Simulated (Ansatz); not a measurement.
Born–Oppenheimer molecular dynamics of BrH6NSn (9 atoms, charge 0, multiplicity 1). It starts at the highest image of a converged band, a first-order saddle point between two minima.

Level of theory: Ansatz, RHF/def2-SVP.

```yaml
ensemble: NVE (velocity Verlet)
time_step: 0.5 fs
steps_asked: 200
starting_velocities_drawn_for: 300 K
seed: 10505
```

Frames 5 fs apart, positions in Å, forces in eV/Å.

Velocities at 10.0 fs (Å/ps):

```
Sn -0.21 -0.56 0.50
N -7.08 -2.34 -0.81
H 1.37 8.76 -1.36
H -1.28 -2.26 -10.63
H 5.08 -13.73 6.64
H 10.63 18.24 -19.94
Br 1.12 1.30 -0.39
H 5.91 -3.25 -6.75
H 12.18 -12.66 14.97
```

```xyz
9
Properties=species:S:1:pos:R:3:forces:R:3 time_fs=10.0 energy_less_start_eV=0.115 T=175
Sn -1.121 -0.620 -0.250 -0.59 -0.36 -0.31
N 0.646 -0.116 0.562 2.08 -1.21 -0.58
H -0.637 -1.257 -1.748 -0.18 -0.18 -0.03
H -1.866 -1.682 0.840 -0.24 -0.26 -0.06
H -1.958 0.820 -0.387 -0.36 0.36 -0.07
H 1.151 1.200 -0.257 0.28 0.09 0.03
Br 1.669 2.432 -0.908 0.03 0.22 -0.17
H 0.678 0.244 1.480 -0.05 0.26 1.02
H 1.383 -0.844 0.478 -0.98 1.09 0.18
9
Properties=species:S:1:pos:R:3:forces:R:3 time_fs=15.0 energy_less_start_eV=0.159 T=127
Sn -1.123 -0.624 -0.248 -0.93 -0.42 -0.40
N 0.631 -0.136 0.560 0.15 1.83 2.07
H -0.652 -1.236 -1.762 -0.17 -0.15 -0.05
H -1.904 -1.730 0.784 -0.16 -0.16 -0.09
H -1.988 0.815 -0.365 -0.23 0.22 -0.04
H 1.212 1.250 -0.327 -0.22 -0.92 0.54
Br 1.675 2.440 -0.911 0.53 1.39 -0.76
H 0.683 0.252 1.510 -0.45 -0.20 -0.90
H 1.334 -0.801 0.551 1.48 -1.59 -0.38
9
Properties=species:S:1:pos:R:3:forces:R:3 time_fs=20.0 energy_less_start_eV=0.095 T=197
Sn -1.127 -0.628 -0.247 -1.70 -0.09 -0.57
N 0.634 -0.146 0.579 2.31 -1.36 -0.31
H -0.706 -1.248 -1.784 -0.09 0.01 0.09
H -1.973 -1.810 0.705 0.20 0.26 -0.20
H -2.062 0.851 -0.351 0.39 -0.61 0.07
H 1.250 1.155 -0.301 0.22 0.58 -0.10
Br 1.683 2.450 -0.915 -0.06 -0.30 0.04
H 0.607 0.261 1.481 0.07 0.25 0.84
H 1.381 -0.882 0.562 -1.35 1.28 0.14
9
Properties=species:S:1:pos:R:3:forces:R:3 time_fs=25.0 energy_less_start_eV=0.042 T=255
Sn -1.133 -0.632 -0.247 -0.63 -0.46 -0.58
N 0.660 -0.161 0.604 -1.37 1.63 0.29
H -0.778 -1.261 -1.790 0.09 0.07 -0.04
H -2.004 -1.844 0.589 0.10 0.00 0.21
H -2.065 0.775 -0.322 -0.01 0.21 0.05
H 1.325 1.162 -0.286 0.12 0.59 -0.15
Br 1.690 2.461 -0.920 -0.03 -0.35 0.09
H 0.550 0.271 1.516 0.46 -0.44 -0.28
H 1.323 -0.873 0.597 1.26 -1.25 0.39
9
Properties=species:S:1:pos:R:3:forces:R:3 time_fs=30.0 energy_less_start_eV=0.042 T=255
Sn -1.141 -0.638 -0.248 0.30 -0.57 -0.32
N 0.680 -0.166 0.629 0.36 -1.02 0.46
H -0.830 -1.258 -1.803 0.19 0.14 -0.08
H -2.012 -1.875 0.519 0.00 -0.16 0.40
H -2.067 0.744 -0.280 -0.23 0.60 0.04
H 1.421 1.264 -0.283 -0.27 -1.02 0.59
Br 1.697 2.471 -0.924 0.39 1.32 -0.74
H 0.578 0.218 1.561 0.06 -0.08 -0.21
H 1.356 -0.942 0.707 -0.80 0.79 -0.14
9
Properties=species:S:1:pos:R:3:forces:R:3 time_fs=35.0 energy_less_start_eV=0.040 T=256
Sn -1.149 -0.644 -0.249 -0.17 0.21 0.09
N 0.698 -0.180 0.659 -0.28 -0.61 -0.14
H -0.839 -1.221 -1.830 0.15 0.19 0.09
H -2.011 -1.929 0.534 0.26 0.30 0.09
H -2.102 0.819 -0.228 0.44 -0.53 0.03
H 1.472 1.222 -0.191 -0.04 0.54 -0.35
Br 1.705 2.483 -0.931 0.03 -0.44 0.25
H 0.613 0.168 1.590 -0.40 0.54 0.43
H 1.318 -0.963 0.801 0.00 -0.21 -0.51
9
Properties=species:S:1:pos:R:3:forces:R:3 time_fs=40.0 energy_less_start_eV=0.002 T=298
Sn -1.157 -0.650 -0.251 0.65 0.27 0.48
N 0.710 -0.202 0.691 -1.21 0.37 0.57
H -0.812 -1.143 -1.841 0.07 0.04 -0.01
H -1.957 -1.927 0.577 0.09 0.12 0.00
H -2.054 0.803 -0.168 0.07 -0.14 -0.01
H 1.506 1.262 -0.156 -0.06 0.44 -0.39
Br 1.714 2.495 -0.936 0.03 -0.42 0.30
H 0.579 0.192 1.636 0.12 -0.49 -1.00
H 1.282 -1.018 0.795 0.23 -0.19 0.05
9
Properties=species:S:1:pos:R:3:forces:R:3 time_fs=45.0 energy_less_start_eV=0.108 T=183
Sn -1.163 -0.655 -0.251 1.71 0.07 0.56
N 0.705 -0.225 0.722 -0.40 -1.77 -2.27
H -0.768 -1.055 -1.852 -0.05 -0.10 -0.04
H -1.886 -1.903 0.624 -0.24 -0.32 0.03
H -1.997 0.766 -0.109 -0.51 0.63 0.00
H 1.521 1.361 -0.181 -0.24 -1.10 0.62
Br 1.722 2.506 -0.941 0.27 1.14 -0.71
H 0.551 0.169 1.605 -0.01 0.28 1.50
H 1.272 -1.086 0.786 -0.53 1.16 0.30
9
Properties=species:S:1:pos:R:3:forces:R:3 time_fs=50.0 energy_less_start_eV=0.091 T=202
Sn -1.166 -0.661 -0.250 0.89 0.73 0.87
N 0.683 -0.259 0.732 -1.72 1.78 0.73
H -0.736 -0.988 -1.867 -0.17 -0.13 0.11
H -1.860 -1.936 0.668 -0.12 0.03 -0.34
H -2.030 0.831 -0.053 0.11 -0.50 -0.13
H 1.494 1.301 -0.128 0.05 0.69 -0.60
Br 1.731 2.520 -0.948 -0.10 -0.81 0.59
H 0.547 0.122 1.689 0.07 -0.48 -1.29
H 1.244 -1.051 0.844 0.99 -1.31 0.06
9
Properties=species:S:1:pos:R:3:forces:R:3 time_fs=55.0 energy_less_start_eV=0.060 T=235
Sn -1.168 -0.665 -0.248 0.55 0.42 0.94
N 0.646 -0.284 0.743 1.08 -1.64 -0.57
H -0.742 -0.952 -1.863 -0.12 -0.15 -0.05
H -1.867 -1.969 0.639 -0.11 0.09 -0.39
H -2.052 0.806 -0.025 0.11 -0.42 -0.12
H 1.470 1.348 -0.178 -0.01 0.06 -0.09
Br 1.740 2.531 -0.953 0.00 -0.14 0.11
H 0.534 0.037 1.670 -0.44 0.66 0.92
H 1.288 -1.097 0.888 -1.05 1.12 -0.74
9
Properties=species:S:1:pos:R:3:forces:R:3 time_fs=60.0 energy_less_start_eV=0.001 T=300
Sn -1.168 -0.668 -0.244 0.75 -0.45 0.20
N 0.613 -0.319 0.752 -1.31 1.68 0.40
H -0.776 -0.950 -1.868 -0.02 -0.09 -0.10
H -1.903 -1.990 0.524 -0.22 -0.26 -0.06
H -2.063 0.708 -0.022 -0.45 0.66 0.07
H 1.436 1.385 -0.236 -0.16 -0.69 0.44
Br 1.749 2.543 -0.958 0.19 0.65 -0.40
H 0.453 0.035 1.697 0.24 -0.30 -0.63
H 1.240 -1.066 0.807 0.98 -1.19 0.09
9
Properties=species:S:1:pos:R:3:forces:R:3 time_fs=65.0 energy_less_start_eV=0.012 T=287
Sn -1.167 -0.672 -0.239 -0.76 -0.25 -0.39
N 0.572 -0.343 0.761 0.59 -0.18 -0.29
H -0.816 -0.967 -1.891 0.06 0.09 0.15
H -1.982 -2.055 0.388 0.07 0.09 0.01
H -2.150 0.718 -0.011 0.18 -0.13 -0.02
H 1.382 1.320 -0.229 0.33 0.99 -0.54
Br 1.758 2.555 -0.964 -0.33 -1.09 0.64
H 0.405 0.009 1.691 0.46 -0.34 0.01
H 1.250 -1.113 0.734 -0.61 0.82 0.43
```

Of the whole run (100 fs, mean temperature of the second half 236 K): The conserved energy stayed within 0.23 meV per atom of its start (net change 0.024 meV per atom), so the integration is sound. A run of 0.1 ps of so small a system gives no equilibrium averages. The orbitals stay closed-shell, which can raise the energy where a bond breaks towards radicals; this wasn't checked here.

The run took 5.6 min on 2 threads of Arm Neoverse V1 (shared host), peak memory 0.23 GiB.
